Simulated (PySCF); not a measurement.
Compound: C₇H₉N.
Numbering: `[CH3:1][CH2:2][c:3]1[cH:4][cH:5][cH:6][n:7][cH:8]1` (hydrogens: H9, H10, H11 on C1; H12, H13 on C2; H14 on C4; H15 on C5; H16 on C6; H17 on C8)

The same species was optimised twice, with GFN2-xTB and with PBE0-D3(BJ)/def2-SVP (PySCF), and the same property calculations (PySCF, gas phase) were run on both structures.

| coordinate | GFN2-xTB | PBE0-D3(BJ)/def2-SVP | change |
| --- | --- | --- | --- |
| C3–C8 (Å) | 1.392 | 1.401 | +0.009 |
| N7–C8 (Å) | 1.320 | 1.329 | +0.009 |
| C6–N7 (Å) | 1.322 | 1.330 | +0.008 |
| C5–C6 (Å) | 1.386 | 1.394 | +0.008 |
| C3–C4 (Å) | 1.390 | 1.397 | +0.007 |
| C4–C5 (Å) | 1.385 | 1.392 | +0.007 |
| C1–C2 (Å) | 1.530 | 1.527 | -0.003 |
| C2–C3 (Å) | 1.500 | 1.503 | +0.003 |
| C1–C2–C3 (°) | 110.4 | 112.6 | +2.2 |
| C2–C3–C4 (°) | 121.6 | 122.2 | +0.6 |
| C3–C8–N7 (°) | 124.1 | 124.5 | +0.4 |
| C4–C3–C8 (°) | 117.0 | 116.6 | -0.4 |
| C6–N7–C8 (°) | 118.2 | 117.9 | -0.3 |
| C2–C3–C8 (°) | 121.3 | 121.1 | -0.2 |
| C3–C4–C5 (°) | 119.4 | 119.6 | +0.2 |
| C4–C5–C6 (°) | 118.3 | 118.4 | +0.1 |
| C1–C2–C3–C4 (°) | -89 | -87 | +2 |

Rotational constants: A = 4684, B = 1521, C = 1265 MHz (GFN2-xTB) against A = 4661, B = 1490, C = 1240 MHz (PBE0-D3(BJ)/def2-SVP). Point groups within 0.08 Å: C1 and C1.

On the GFN2-xTB structure: HOMO (eV) -7.24 [PBE0/pcSseg-1]; LUMO (eV) -0.67 [PBE0/pcSseg-1]; dipole (D) 2.48 [PBE0/pcSseg-1]; GIAO shielding of C1 (ppm) 164.4 [PBE0/pcSseg-1]; GIAO shielding of C2 (ppm) 154.9 [PBE0/pcSseg-1]; GIAO shielding of C3 (ppm) 41.4 [PBE0/pcSseg-1]; GIAO shielding of C4 (ppm) 46.0 [PBE0/pcSseg-1]; GIAO shielding of C5 (ppm) 58.7 [PBE0/pcSseg-1]; GIAO shielding of C6 (ppm) 33.8 [PBE0/pcSseg-1]; GIAO shielding of N7 (ppm) -95.3 [PBE0/pcSseg-1]; GIAO shielding of C8 (ppm) 31.5 [PBE0/pcSseg-1].

Task: What do these properties become on the PBE0-D3(BJ)/def2-SVP structure?

Result: 
| property | level | on GFN2-xTB | on PBE0-D3(BJ)/def2-SVP | change |
| --- | --- | --- | --- | --- |
| HOMO (eV) | PBE0/pcSseg-1 | -7.24 | -7.28 | -0.04 |
| LUMO (eV) | PBE0/pcSseg-1 | -0.67 | -0.73 | -0.06 |
| dipole (D) | PBE0/pcSseg-1 | 2.48 | 2.49 | +0.01 |
| energy, GFN2-xTB geometry as zero (kcal/mol) | PBE0/pcSseg-1 | 0.0 | -0.5 | -0.5 |
| GIAO shielding of C1 (ppm) | PBE0/pcSseg-1 | 164.4 | 163.3 | -1.1 |
| GIAO shielding of C2 (ppm) | PBE0/pcSseg-1 | 154.9 | 154.0 | -0.9 |
| GIAO shielding of C3 (ppm) | PBE0/pcSseg-1 | 41.4 | 40.0 | -1.4 |
| GIAO shielding of C4 (ppm) | PBE0/pcSseg-1 | 46.0 | 43.8 | -2.2 |
| GIAO shielding of C5 (ppm) | PBE0/pcSseg-1 | 58.7 | 56.3 | -2.4 |
| GIAO shielding of C6 (ppm) | PBE0/pcSseg-1 | 33.8 | 31.1 | -2.7 |
| GIAO shielding of N7 (ppm) | PBE0/pcSseg-1 | -95.3 | -98.6 | -3.3 |
| GIAO shielding of C8 (ppm) | PBE0/pcSseg-1 | 31.5 | 28.4 | -3.1 |

The heavy atoms differ by 0.022 Å rms after alignment. Among bonds between heavy atoms C3–C8, C5–C6, C6–N7 and N7–C8 change most and about equally (+0.008 to +0.009 Å). Changes are differences of the printed values. Neither structure is proved a minimum here.

Conformer computed: `[CH3:1][CH2:2][c:3]1[cH:4][cH:5][cH:6][n:7][cH:8]1`: C1–C2–C3–C4 -87°.
